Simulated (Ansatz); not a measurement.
CH5AlF2Si (`F[CH](F)[AlH][SiH3]`), charge 0, multiplicity 1.

(1) Give a relaxed structure at PBE0-D4/def2-TZVP (the Gaussian-basis code of Ansatz). (Estimate.)

Answers

(1) Ansatz gave: 
Z-matrix (Å, degrees):
```
C
F 1 1.538
Al 1 1.971 2 67.8
F 1 1.332 2 105.5 3 120.1
H 1 1.092 2 102.2 3 -126.1
Si 3 2.447 1 117.2 2 -92.0
H 3 1.580 1 115.8 2 91.2
H 6 1.492 3 110.7 1 -108.2
H 6 1.491 3 112.1 1 132.2
H 6 1.491 3 111.7 1 11.3
```
This is one stationary point; other conformers may exist.
